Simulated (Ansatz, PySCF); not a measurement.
Species: boron monoxide dimer, B2O2 (charge 0, singlet). SMILES: O=BB=O
Coordinates optimised at B3LYP-D3(BJ)/def2-TZVP (Ansatz, a program for electronic structure):
```xyz
4

O      0.0000     0.0000    -2.0159
B      0.0000     0.0000    -0.8179
B      0.0000     0.0000     0.8179
O      0.0000     0.0000     2.0159
```

Property: atomisation energy (electronic, to ground-state atoms), in kcal/mol. Cores are frozen in the correlated levels unless marked. Open shells are spin-unrestricted. Spin-orbit coupling is left out. Non-relativistic. The coupled-cluster limit lacks core correlation, which all-electron functionals hold. CBS(X,Y): correlation extrapolated as X^-3; Hartree-Fock from the larger set.

```csv
level,program,atomisation energy (kcal/mol),rough core time
HF/6-31G,Ansatz,311.2,-
HF/aug-cc-pVQZ,Ansatz,356.9,under 20 s
PBE-D3(BJ)/def2-TZVPD,Ansatz + dftd3,531.3,under 20 s
TPSS/def2-TZVPD,PySCF,500.3,-
PBE-QIDH/def2-TZVPD,Ansatz,502.7,under 20 s
RPA@PBE/cc-pVTZ,Ansatz,459.3,under 20 s
SCS-MP2/6-31G,Ansatz,448.4,-
SCS-MP2/cc-pwCVTZ,Ansatz,511.0,-
CCSD/6-31G,Ansatz,419.7,-
"CCSD(T)/CBS(cc-pVTZ,cc-pVQZ)",Ansatz,503.9,50 s
```

Core times are rough, on shared machines, summed over the molecules involved; a dash marks a level read off another run, or run on other hardware, by another program or under a memory cap.
